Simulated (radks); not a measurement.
Results of a calculation; reference values are marked as such.
Task: The caesium ion Cs+, [Xe]. Level of theory: non-relativistic Kohn-Sham, PBE, spin-polarised, spherical densities, point nucleus (a radial shooting solver on a logarithmic mesh with Libxc functionals). Every spin shell is full or empty, so the densities are truly spherical. Functionals are evaluated on that one density, not self-consistently. Rank these exchange functionals by their error against the exact value of the orbitals, and give that value: LDA, B88, PBE, RPBE, PW91, OPTX, AM05, SOGGA, G96, EV93, APBE, MS2, TASK.

Result: Exact: -183.955 hartree. From best to worst, with 100 (|E| - |E exact|)/|E exact| (equal figures are ties): B88 +0.01, PW91 -0.02, RPBE -0.26, APBE +0.27, G96 +0.34, EV93 -0.39, PBE -0.44, MS2 -0.62, OPTX +1.30, TASK -2.20, SOGGA -2.22, AM05 -4.39, LDA -4.69.
